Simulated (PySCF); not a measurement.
In(Cl)(OH)2 (ClH2InO2), SMILES [In]([Cl])([OH])[OH]. Geometry: PBE0-D3(BJ)/def2-SVP. The def2 effective core potentials stand for the cores of In; spin–orbit coupling is left out. The values are those of a single conformer.

Calculation: PBE0-D3(BJ)/def2-SVP (PySCF).

Harmonic wavenumbers (cm⁻¹): 104, 121, 131, 272, 289, 375, 606, 638, 831, 854, 3878, 3885. Rotational constants (GHz): 4.847, 2.362, 1.588; symmetry number 1.

Problem. Work out the zero-point energy and the ideal-gas rigid-rotor harmonic-oscillator thermochemistry at 298.15 K and 1 atm.

Solution. ZPE = ½ Σ hcν = ½ × 11983 cm⁻¹ = 17.13 kcal/mol. H − E(el) = 21.86 kcal/mol. Entropy in cal/(mol K): translation 41.54, rotation 27.27, vibration 14.71, total 83.52. G − E(el) = -3.04 kcal/mol. Cp = 21.83 cal/(mol K). Modes under 150 cm⁻¹ make the vibrational entropy uncertain.
